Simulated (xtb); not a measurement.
A run for xtb: GFN-FF on H3NOPb (SMILES [NH2][Pb][OH]), a point of a torsion scan.

```
$ xtb mol.xyz --gfnff --sp --chrg 0 --uhf 0
6

N     -1.23946286    -0.01146098     0.15954695
Pb     0.42125260    -1.14604239     0.86181561
O      1.91950066    -0.23121595    -0.36871861
H     -2.18964350    -0.09681110     0.48423858
H     -1.23440352     0.70589682    -0.54654922
H      1.72646600     0.12882240    -1.22830240
```

Predict the final total energy.

-0.6919 hartree.
